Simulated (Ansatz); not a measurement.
Reaction (formal exchange of groups at the Al–Si bond): `BCO[SiH2][AlH2]` + `C[BH][AlH2]` → `C[BH][AlH][AlH2]` + `BCO[SiH3]`

Isolated molecules relaxed with PBE0-D4/def2-TZVP in Ansatz; ΔE leaves out vibrations. CBS: MP2 limit from def2 TZ/QZ plus the TZ coupled-cluster correction, frozen cores. DFT in def2-TZVPP. Each species was taken in one conformer, which may not be the lowest.

`BCO[SiH2][AlH2]`:

Z-matrix (Å, degrees):
```
C
O 1 1.415
B 1 1.550 2 117.9
H 1 1.103 2 107.7 3 120.1
H 1 1.107 2 111.5 3 -127.8
Si 2 1.654 1 121.5 3 82.4
H 3 1.197 1 117.6 2 178.1
H 3 1.195 1 122.3 2 -0.8
Al 6 2.473 2 113.0 1 62.4
H 6 1.501 2 110.2 1 -60.2
H 6 1.489 2 105.3 1 -175.2
H 9 1.591 6 120.1 2 167.0
H 9 1.592 6 121.6 2 -13.4
```

`C[BH][AlH2]`:

```xyz
9

C     1.425   -0.137   -0.253
B    -0.095   -0.392   -0.479
Al   -1.715    0.511    0.564
H     1.708    0.779    0.269
H     2.040   -0.258   -1.149
H     1.716   -0.974    0.408
H    -0.358   -1.245   -1.292
H    -2.260   -0.080    1.944
H    -2.462    1.798   -0.013
```

`C[BH][AlH][AlH2]`:

```xyz
11

C     0.666   -2.111    0.060
B     0.986   -0.660    0.533
Al    0.494    1.153   -0.456
Al   -1.785    2.359   -0.187
H    -0.201   -2.414    0.673
H     0.380   -2.247   -0.984
H     1.452   -2.827    0.321
H     1.497   -0.573    1.623
H     1.592    1.839   -1.402
H    -2.057    3.430    0.966
H    -3.023    2.051   -1.149
```

`BCO[SiH3]`:

Cartesian coordinates in Å:
```
B 1.596 -1.340 0.541
C 0.657 -0.349 -0.187
O -0.482 0.059 0.546
Si -1.586 1.105 -0.078
H 2.570 -1.709 -0.048
H 1.372 -1.733 1.646
H 1.267 0.522 -0.490
H 0.366 -0.812 -1.149
H -2.625 1.294 0.959
H -2.189 0.554 -1.325
H -0.946 2.408 -0.416
```

| level | ΔE (kcal/mol) |
| --- | --- |
| PBE0-D4 | -5.1 |
| ωB97X-V | -4.2 |
| PBE | -5.7 |
| MP2/def2-TZVPP | -5.1 |
| CCSD/def2-TZVPP | -5.8 |
| HF/def2-QZVPP | -6.5 |
| MP2/def2-QZVPP | -4.8 |
| SCS-MP2/def2-QZVPP | -5.1 |

Q: What does CCSD(T)/CBS give? (Estimate.)

A: Ansatz gave: -5.1 kcal/mol. The listed levels differ from it by 0.0, 0.9, -0.6, 0.0, -0.7, -1.4, 0.3, 0.0 kcal/mol.

Largest T1 diagnostic among the species: 0.013.

The D4 term adds +1.2 kcal/mol with B3LYP and +0.7 kcal/mol with PBE0; it sums over pairs of atoms, weighted by their polarisabilities, and B3LYP, whose exchange is more repulsive, gets the larger term. In def2-TZVPP, CCSD(T) changes the Hartree–Fock value by +0.9 kcal/mol (the triples alone add +0.2 kcal/mol) and MP2 by +1.4 kcal/mol.

B3LYP here is the variant with VWN-RPA as its local correlation; programs differ in this.
